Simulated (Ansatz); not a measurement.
`OC(S)[SiH2]F` and `COC(O)S` differ in one atom or group.

Ansatz, PBE0-D4/def2-TZVP geometries, multiplicity 1. Each molecule was computed in one conformer, which needn't be the lowest.

```
                             property  `OC(S)[SiH2]F`
LUMO energy (ωB97M-V/def2-TZVPP) / eV            1.68
  HOMO energy (B3LYP/def2-TZVPP) / eV           -7.13
    HOMO energy (PBE/def2-TZVPP) / eV           -6.09
   HOMO energy (PBE0/def2-TZVPP) / eV           -7.36
    LUMO energy (PBE/def2-TZVPP) / eV           -0.93
   LUMO energy (PBE0/def2-TZVPP) / eV           -0.04
```

(1) Give the same properties after the change, and the shifts. (Estimate.)

Answers

(1) Ansatz gave: 
| property | `COC(O)S` | shift |
| --- | --- | --- |
| LUMO energy (ωB97M-V/def2-TZVPP) / eV | 2.26 | 0.58 |
| HOMO energy (B3LYP/def2-TZVPP) / eV | -6.98 | 0.15 |
| HOMO energy (PBE/def2-TZVPP) / eV | -5.92 | 0.17 |
| HOMO energy (PBE0/def2-TZVPP) / eV | -7.23 | 0.13 |
| LUMO energy (PBE/def2-TZVPP) / eV | -0.56 | 0.37 |
| LUMO energy (PBE0/def2-TZVPP) / eV | 0.43 | 0.47 |

With PBE0 the HOMO rises by 0.13 eV and the LUMO rises by 0.47 eV, so the gap widens by about 0.34 eV. PBE moves the HOMO by 0.17 eV and ωB97M-V by 0.09 eV.

B3LYP here is the variant with VWN-RPA as its local correlation; programs differ in this.
